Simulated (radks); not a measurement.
Question: All-electron atom: Tm3+ in [Kr] 4d10 4f12 5s2 5p5 6p1 (not the ground configuration). Method: scalar-relativistic Kohn-Sham, r2SCAN, spin-polarised, spherical densities, finite nucleus; open shells are filled with parallel spins first (spin-orbit coupling, left out, can overturn this in heavy ions); meta-GGA in the generalised Kohn-Sham scheme; Fermi nuclear charge, rms radius 5.2256 fm; computed with a radial shooting solver on a logarithmic mesh with Libxc functionals. Some entries of the table are withheld. Estimate them.

orbital  occ.  eigenvalue (eV)  r(max) (bohr)
1s up       1        -59400.57        0.01261
1s down     1        -59400.42        0.01261
2s up       1        -10079.86        0.07186
2s down     1        -10079.83        0.07186
2p up       3        -8901.778        0.05855
2p down     3        -8901.673        0.05855
3s up       1        -2307.122         0.2030
3s down     1        -2305.883         0.2030
3p up       3        -1948.601         0.2000
3p down     3        -1947.336         0.2000
3d up       5        -1505.392         0.1635
3d down     5        -1504.395         0.1634
4s up       1        -493.6502         0.4644
4s down     1        -491.0249         0.4644
4p up       3        -375.2093         0.4855
4p down     3        -372.6163         0.4856
4d up       5        -217.1758         0.5011
4d down     5        -214.5530         0.5011
5s up       1         -93.4421          1.078
5s down     1         -90.7938          1.082
5p up       3         -64.3910          1.217
5p down     2         -62.1646          1.223
4f up       7         -44.3218         0.4937
4f down     5         -41.6682         0.4941
5d up       0         -29.8989            (1)
5d down     0         -28.1581            (2)
6s up       0         -27.1506          2.668
6s down     0         -24.8268          2.654
6p up       1         -20.9378            (3)
5f up       0         -10.5797          3.628

Answer: 
(1) 5d up r(max) (bohr): 1.587
(2) 5d down r(max) (bohr): 1.601
(3) 6p up r(max) (bohr): 3.159
